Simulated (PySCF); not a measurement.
PySCF input (TPSSh/def2-TZVPD):

```python
from pyscf import gto, scf, dft

mol = gto.M(
    atom='''
    Sb    0.03058187    0.00265843    1.23415759
    I     1.01770123   -1.93327719   -0.61521398
    I    -1.04712907    1.93071907   -0.57237163
    ''',
    basis='def2-tzvpd',
    ecp='def2-tzvp',
    charge=-1,
    spin=0,
    verbose=4,
)

mf = dft.RKS(mol, xc='tpssh').density_fit(auxbasis='def2-universal-jkfit')
mf.grids.level = 3
mf.conv_tol = 1e-9
mf.max_cycle = 100
mf.max_memory = 1500
mf.kernel()
if not mf.converged:
    mf = mf.newton()
    mf.kernel(mf.make_rdm1())
mf.analyze()
```

Output:

```
PySCF version 2.14.0

[INPUT] verbose = 4
[INPUT] num. atoms = 3
[INPUT] num. electrons = 74
[INPUT] charge = -1
[INPUT] spin (= nelec alpha-beta = 2S) = 0
[INPUT] symmetry False subgroup None
[INPUT] Mole.unit = angstrom
[INPUT] Symbol           X                Y                Z      unit          X                Y                Z       unit  Magmom
[INPUT]  1 Sb     0.030581870000   0.002658430000   1.234157590000 AA    0.057791358677   0.005023704621   2.332219839653 Bohr   0.0
[INPUT]  2 I      1.017701230000  -1.933277190000  -0.615213980000 AA    1.923176601333  -3.653364411969  -1.162585930204 Bohr   0.0
[INPUT]  3 I     -1.047129070000   1.930719070000  -0.572371630000 AA   -1.978787159371   3.648530265775  -1.081625622171 Bohr   0.0

nuclear repulsion = 288.754177647925
number of shells = 56
number of NR pGTOs = 305
number of NR cGTOs = 174
basis = def2-tzvpd
ecp = def2-tzvp

******** <class 'pyscf.df.df_jk.DFRKS'> ********
method = DFRKS
initial guess = minao
damping factor = 0
level_shift factor = 0
DIIS = <class 'pyscf.scf.diis.CDIIS'>
diis_start_cycle = 1
diis_space = 8
diis_damp = 0
SCF conv_tol = 1e-09
SCF conv_tol_grad = None
SCF max_cycles = 100
direct_scf = False
XC library pyscf.dft.libxc version 7.1.2
    S. Lehtola, C. Steigemann, M. J. T. Oliveira, and M. A. L. Marques,  SoftwareX 7, 1–5 (2018)
XC functionals = tpssh
    V. N. Staroverov, G. E. Scuseria, J. Tao, and J. P. Perdew,  J. Chem. Phys. 119, 12129 (2003)
radial grids:
    Treutler-Ahlrichs [JCP 102, 346 (1995); DOI:10.1063/1.469408] (M4) radial grids

becke partition: Becke, JCP 88, 2547 (1988); DOI:10.1063/1.454033
pruning grids: <function nwchem_prune>
grids dens level: 3
symmetrized grids: False
atomic radii adjust function: <function treutler_atomic_radii_adjust>
small_rho_cutoff = 0
Set gradient conv threshold to 3.16228e-05
Initial guess from minao.
tot grids = 65880
******** <class 'pyscf.df.df.DF'> ********
auxbasis = def2-universal-jkfit
init E= -711.978741100024
  HOMO = -1.29661765169577  LUMO = -1.28717163095831  gap/eV = 0.25704
cycle= 1 E= -830.978210901644  delta_E= -119  |g|= 5.54  |ddm|= 31.4
  HOMO = 0.159676918986952  LUMO = 0.166750469501322  gap/eV = 0.19248
cycle= 2 E= -821.908719293102  delta_E= 9.07  |g|= 7.26  |ddm|= 95.9
  HOMO = -0.341045761103111  LUMO = -0.289832837347721  gap/eV = 1.39357
cycle= 3 E= -834.833819971313  delta_E= -12.9  |g|= 1.57  |ddm|= 95.3
  HOMO = -0.0879425674113961  LUMO = -0.0178177925997982  gap/eV = 1.90819
[...]
cycle= 13 E= -835.562341838337  delta_E= -1.54e-10  |g|= 3.18e-06  |ddm|= 3.61e-05
  HOMO = -0.004091259378181  LUMO = 0.0551878094581353  gap/eV = 1.61307
Extra cycle  E= -835.562341838324  delta_E= 1.34e-11  |g|= 6.72e-06  |ddm|= 1.83e-05
converged SCF energy = -835.562341838324
**** SCF Summaries ****
Total Energy =                        -835.562341838323732
Nuclear Repulsion Energy =             288.754177647924621
One-electron Energy =                -2045.488024159958059
Two-electron Energy =                  921.171504673709705
Two-electron Coulomb Energy =          984.926030853728662
DFT Exchange-Correlation Energy =      -63.754526180018942
HOMO-LUMO gap [eV] =                     1.613065625011155
**** MO energy ****
MO #1   energy= -6.59147823839603  occ= 2
MO #2   energy= -6.59147622855752  occ= 2
MO #3   energy= -5.47603684043889  occ= 2
MO #4   energy= -4.62572193975294  occ= 2
MO #5   energy= -4.62572144291404  occ= 2
MO #6   energy= -4.61935091533463  occ= 2
MO #7   energy= -4.61934900642925  occ= 2
MO #8   energy= -4.61808680117894  occ= 2
MO #9   energy= -4.61808439958013  occ= 2
MO #10  energy= -3.72088646779427  occ= 2
MO #11  energy= -3.71980541966952  occ= 2
MO #12  energy= -3.70316137030241  occ= 2
MO #13  energy= -1.69901740588296  occ= 2
MO #14  energy= -1.69899864263062  occ= 2
MO #15  energy= -1.69730438418593  occ= 2
MO #16  energy= -1.69729375843647  occ= 2
MO #17  energy= -1.6962338196007   occ= 2
MO #18  energy= -1.69621355231168  occ= 2
MO #19  energy= -1.69086421639746  occ= 2
MO #20  energy= -1.69086010279355  occ= 2
MO #21  energy= -1.69081135132414  occ= 2
MO #22  energy= -1.69080770663927  occ= 2
MO #23  energy= -1.10326792945725  occ= 2
MO #24  energy= -1.10276036605956  occ= 2
MO #25  energy= -1.08834038265242  occ= 2
MO #26  energy= -1.08739035945085  occ= 2
MO #27  energy= -1.08314253952076  occ= 2
MO #28  energy= -0.50697575438951  occ= 2
MO #29  energy= -0.496108221214095 occ= 2
MO #30  energy= -0.331062761651086 occ= 2
MO #31  energy= -0.1542503724933   occ= 2
MO #32  energy= -0.131430979517729 occ= 2
MO #33  energy= -0.113544118101068 occ= 2
MO #34  energy= -0.100616233653538 occ= 2
MO #35  energy= -0.100086015782657 occ= 2
MO #36  energy= -0.0962722677617347 occ= 2
MO #37  energy= -0.004091259378181 occ= 2
MO #38  energy= 0.0551878094581353 occ= 0
MO #39  energy= 0.0679259806363923 occ= 0
MO #40  energy= 0.110139662755543  occ= 0
MO #41  energy= 0.110861282215442  occ= 0
MO #42  energy= 0.127688539177315  occ= 0
MO #43  energy= 0.128644828776915  occ= 0
MO #44  energy= 0.131418136404981  occ= 0
MO #45  energy= 0.136681312952184  occ= 0
MO #46  energy= 0.154323223946383  occ= 0
MO #47  energy= 0.190924782617483  occ= 0
MO #48  energy= 0.198727904231171  occ= 0
MO #49  energy= 0.202991460812016  occ= 0
MO #50  energy= 0.207202763856784  occ= 0
MO #51  energy= 0.213342883587104  occ= 0
MO #52  energy= 0.228828538752297  occ= 0
MO #53  energy= 0.235854591043574  occ= 0
MO #54  energy= 0.237281339343041  occ= 0
MO #55  energy= 0.246083928640461  occ= 0
MO #56  energy= 0.250441117763145  occ= 0
MO #57  energy= 0.251555468934244  occ= 0
MO #58  energy= 0.262257277714901  occ= 0
MO #59  energy= 0.270011501881556  occ= 0
MO #60  energy= 0.2701947471634    occ= 0
MO #61  energy= 0.281588534938862  occ= 0
MO #62  energy= 0.290613237133541  occ= 0
MO #63  energy= 0.297654605665123  occ= 0
MO #64  energy= 0.335565296695096  occ= 0
MO #65  energy= 0.371579436672266  occ= 0
MO #66  energy= 0.38233699350094   occ= 0
MO #67  energy= 0.414902326082028  occ= 0
MO #68  energy= 0.415294047146004  occ= 0
MO #69  energy= 0.425334646417649  occ= 0
MO #70  energy= 0.426959053828637  occ= 0
MO #71  energy= 0.436686828632471  occ= 0
MO #72  energy= 0.438935458265871  occ= 0
MO #73  energy= 0.45230208448724   occ= 0
MO #74  energy= 0.452787645620129  occ= 0
MO #75  energy= 0.477552096598744  occ= 0
MO #76  energy= 0.480570395476135  occ= 0
MO #77  energy= 0.495781169451176  occ= 0
MO #78  energy= 0.499442606604626  occ= 0
MO #79  energy= 0.508172987433953  occ= 0
MO #80  energy= 0.508855041416224  occ= 0
MO #81  energy= 0.531884375443173  occ= 0
MO #82  energy= 0.544518143838047  occ= 0
MO #83  energy= 0.555440138786377  occ= 0
MO #84  energy= 0.560495560856134  occ= 0
MO #85  energy= 0.571327678326023  occ= 0
MO #86  energy= 0.600894127524918  occ= 0
MO #87  energy= 0.633629270714112  occ= 0
MO #88  energy= 0.659162088394885  occ= 0
MO #89  energy= 0.812276549091937  occ= 0
MO #90  energy= 0.827125826166701  occ= 0
MO #91  energy= 0.867379002743995  occ= 0
MO #92  energy= 0.88824755649506   occ= 0
MO #93  energy= 0.891522074838308  occ= 0
MO #94  energy= 0.896771382720684  occ= 0
MO #95  energy= 0.909072919611748  occ= 0
MO #96  energy= 0.96706568393457   occ= 0
MO #97  energy= 0.971286715846929  occ= 0
MO #98  energy= 1.0176309874336    occ= 0
MO #99  energy= 1.01854428891217   occ= 0
MO #100 energy= 1.02290928348912   occ= 0
MO #101 energy= 1.02352387686302   occ= 0
MO #102 energy= 1.02416965928121   occ= 0
MO #103 energy= 1.02449384552725   occ= 0
MO #104 energy= 1.0296478514404    occ= 0
MO #105 energy= 1.03134793719491   occ= 0
MO #106 energy= 1.05040859051126   occ= 0
MO #107 energy= 1.05913486567653   occ= 0
[...]
```
